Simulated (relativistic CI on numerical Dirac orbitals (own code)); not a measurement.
**Inner-shell lines of Cd36+**

Method of calculation: Dirac-Coulomb-Breit CI, separate exchange-only KLI orbitals for each configuration, model QED, unscaled Slater integrals (own radial code, finite nucleus).

Configurations in the expansion (outside the closed core 1s2 2p6): 2s2.3s2, 2s.3s2.3p, 2s.3s2.4p, 2s2.3s.3p, 2s.3s.3p2, 2s.3s.3p.4p. Levels of other configurations are missing.

The table holds the strongest lines. The upper levels have an inner-shell vacancy. Auger decay, open to those above the ionisation limit, is not computed, and radiative decays to configurations outside the model are missing too. Absolute energies can be off by a few tenths of a per cent, so close lines can change order. LS names give the leading component, which can be well under half, for lower levels too. Brackets number the levels in order of energy.

```csv
E (eV),Upper,Lower,A (s⁻¹),gA (s⁻¹)
3724.3,2s.3s.3p2 5P_3 [13],2s2.3s.3p 3P°_2 [4],2.75e+13,1.93e+14
3726.5,2s.3s.3p2 3P_1 [14],2s2.3s.3p 3P°_2 [4],4.44e+13,1.33e+14
3727.8,2s.3s.3p2 1D_2 [18],2s2.3s.3p 1P°_1 [5],3.27e+13,1.64e+14
3729.4,2s.3s2.3p 3P°_1 [7],2s2.3s2 1S_0 [1],4.19e+13,1.26e+14
3736.8,2s.3s.3p2 3P_2 [15],2s2.3s.3p 3P°_2 [4],3.59e+13,1.79e+14
3739.4,2s.3s.3p2 3P_0 [11],2s2.3s.3p 3P°_1 [3],1.23e+14,1.23e+14
3754.4,2s.3s.3p2 1D_2 [18],2s2.3s.3p 3P°_2 [4],2.16e+13,1.08e+14
3773.3,2s.3s.3p2 3D_3 [20],2s2.3s.3p 3P°_2 [4],4.12e+13,2.88e+14
3775.4,2s.3s.3p2 3P_1 [14],2s2.3s.3p 3P°_0 [2],7.33e+13,2.20e+14
3778.4,2s.3s.3p2 3P_2 [15],2s2.3s.3p 3P°_1 [3],8.74e+13,4.37e+14
3780.8,2s.3s.3p2 1P_1 [23],2s2.3s.3p 1P°_1 [5],1.33e+14,3.98e+14
3781.6,2s.3s2.3p 1P°_1 [9],2s2.3s2 1S_0 [1],8.96e+13,2.69e+14
3785.5,2s.3s.3p2 3P_2 [21],2s2.3s.3p 3P°_2 [4],8.61e+13,4.30e+14
3788.9,2s.3s.3p2 3D_1 [16],2s2.3s.3p 3P°_1 [3],5.28e+13,1.58e+14
3799.9,2s.3s.3p2 3S_1 [22],2s2.3s.3p 3P°_2 [4],5.23e+13,1.57e+14
4813.3,2s.3s.3p.4p 3D_3 [45],2s2.3s.3p 3P°_2 [4],1.39e+13,9.72e+13
4833.1,2s.3s.3p.4p 3D_2 [39],2s2.3s.3p 3P°_1 [3],2.28e+13,1.14e+14
4833.7,2s.3s.3p.4p 3D_3 [50],2s2.3s.3p 3P°_2 [4],2.54e+13,1.78e+14
4836.3,2s.3s.3p.4p 3S_1 [51],2s2.3s.3p 3P°_2 [4],3.86e+13,1.16e+14
4844.3,2s.3s2.4p 1P°_1 [29],2s2.3s2 1S_0 [1],3.72e+13,1.12e+14
```
